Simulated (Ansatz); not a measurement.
C₂H₉InN (SMILES [CH3][In+]([CH3])<-[NH3]), charge +1, singlet, geometry from GFN2-xTB (such geometries of metal compounds can be far from the true shape) (all electrons, no relativity); PBE-D3BJ/STO-3G in Ansatz (a first-principles code).

Input for Ansatz:
Ansatz 0.2 input:
```yaml
crystal:
  periodic: [false, false, false]
  atoms:
    - {symbol: In, position_ang: [0.01029216, 0.25808808, 0.06989038]}
    - {symbol: C, position_ang: [1.73797640, 0.84692082, -1.26039157]}
    - {symbol: H, position_ang: [2.61736320, 0.31016744, -0.90906612]}
    - {symbol: H, position_ang: [1.88244548, 1.92293075, -1.18576466]}
    - {symbol: H, position_ang: [1.47689291, 0.55587623, -2.27634374]}
    - {symbol: C, position_ang: [-1.69717134, 0.22996896, 1.54824413]}
    - {symbol: H, position_ang: [-2.56637048, -0.17166069, 1.03031352]}
    - {symbol: H, position_ang: [-1.87885657, 1.24785044, 1.88771495]}
    - {symbol: H, position_ang: [-1.40043788, -0.41034404, 2.37695452]}
    - {symbol: N, position_ang: [-0.08325956, -2.14434856, -0.57701847]}
    - {symbol: H, position_ang: [-0.74633417, -2.31444460, -1.33208764]}
    - {symbol: H, position_ang: [-0.36877472, -2.74357612, 0.19645205]}
    - {symbol: H, position_ang: [0.81774317, -2.49401433, -0.90078781]}
basis:
  gaussian:
    orbitals: STO-3G
hamiltonian:
  xc: pbe
  dispersion: d3bj
total_charge: 1
```

The log (banner, timings and long lists left out):

```
Functional definition: PBE
690 factors; integrals over basis functions are off by at most 9.4e-5 eV
mean field evaluation 1: about -158325.2056 eV, gradient 4.8e1 eV
mean field evaluation 2: about -158318.7784 eV, gradient 6.4e1 eV
mean field evaluation 4: about -158333.5049 eV, gradient 4.1e0 eV
mean field evaluation 8: about -158333.4302 eV, gradient 7.9e-2 eV
mean field -158333.43026854 eV, -5818.6462401151 hartree, gradient 1.4e-5 eV, S^2 0.000000; 0 other end points of the search recorded, 0 dependent functions left out
reference -158333.43030027 eV, -5818.6462412812 hartree; 38, 38 occupied and 13, 13 virtual orbitals, 690 factors
Total energy: -158333.64544279 eV, -5818.6541476230 hartree
```
